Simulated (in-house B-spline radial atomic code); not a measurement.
Settings and results of a run for the arsenic ion As³⁺. Level of theory: Dirac-Kohn-Sham PBE, spherical fractional occupations, Fermi nucleus of rms radius 4.0968 fm; calculated with a radial B-spline atomic code at the basis-set limit.

Command:
```bash
python run_scf.py task.json out
```
Settings (nuclear radius in fm, mass in u):
```
Z                33
configuration    [Ar] 3d10 4s2
hamiltonian      dirac
method           pbe,pbe
spin_polarised   False
nucleus          fermi
rms_radius       4.0968
atomic_mass      74.92159
speed_of_light   137.035999084
```

Output (hartree, bohr):
```
 radial grid: 70 intervals, B-splines of order 8, outer radius 28.1081 bohr

 iter        energy (Eh)    residual
    1       -2256.859845    4.05e-01
    2       -2256.661975    3.40e-01
    3       -2258.892696    2.61e-02
    4       -2258.899350    5.10e-03
    5       -2258.899570    2.61e-03
    6       -2258.899687    1.83e-03
    7       -2258.899749    6.44e-05
    8       -2258.899749    1.98e-06
    9       -2258.899749    1.22e-08

 total energy                     -2258.89975
 kinetic                            2309.9364
 electron-nucleus                  -5415.0012
 Hartree                             928.9725
 exchange-correlation                -82.8075

 first-order corrections (not in the total)
   Gaunt                             1.1667
   retardation                      -0.1097
   frequency dependence             -0.0044
   self-energy                       0.7818
   Uehling                          -0.0762
   Wichmann-Kroll                    0.0007
   recoil                            0.0122

 orbital      occ     eigenvalue          <r>       <r^2>       <1/r>       r_max    small
 1s1/2      2.000      -431.8344    0.0454954  0.00278623       33.47     0.02973  1.43e-02
 2s1/2      2.000       -55.8860     0.202492   0.0484191     7.41668      0.1701  2.78e-03
 2p1/2      2.000       -50.0677     0.174636   0.0374519     7.38019      0.1342  2.77e-03
 2p3/2      4.000       -48.7237     0.178336   0.0389254     7.16563      0.1373  2.72e-03
 3s1/2      2.000        -8.2557     0.597913    0.412072      2.3951      0.5217  6.49e-04
 3p1/2      2.000        -6.3000     0.609472    0.436538     2.27154      0.5153  5.98e-04
 3p3/2      4.000        -6.1152     0.620017     0.45163     2.22015      0.5238  5.82e-04
 3d3/2      4.000        -2.7688     0.669509    0.563223     1.92469       0.475  4.59e-04
 3d5/2      6.000        -2.7418     0.673981    0.570746     1.91111      0.4777  4.54e-04
 4s1/2      2.000        -1.6326      1.74317     3.43941    0.757934       1.532  1.03e-04
```

Time taken, with all properties: 1.8 s on 1 thread of Arm Neoverse V1 (shared host).

For the Dirac Hamiltonian the kinetic term is c α·p + (β - 1)c².
